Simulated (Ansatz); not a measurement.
A structure relaxed at PBE0-D4/def2-TZVP, charge 0, multiplicity 1:

| atom | x (Å) | y (Å) | z (Å) |
| --- | --- | --- | --- |
| C1 | -1.124 | 0.116 | 0.267 |
| C2 | 0.188 | -0.045 | -0.417 |
| F3 | 0.034 | -0.020 | -1.771 |
| B4 | 1.552 | -0.393 | 0.132 |
| O5 | 1.230 | 0.898 | -0.006 |
| H6 | -0.992 | 0.139 | 1.349 |
| H7 | -1.776 | -0.721 | 0.012 |
| H8 | -1.603 | 1.044 | -0.056 |
| H9 | 2.490 | -1.018 | 0.489 |

(1) Give its formula and SMILES.

(2) Summarise the bond lengths by kind.

Results:

(1) C2H4BFO, `CC1(F)BO1`.

(2) 1 × C–C 1.488 Å; 3 × C–H 1.090 to 1.093 Å; 1 × C–F 1.363 Å; 1 × B–C 1.511 Å; 1 × C–O 1.464 Å; 1 × B–O 1.337 Å; 1 × B–H 1.183 Å.

All numbers were calculated with Ansatz.
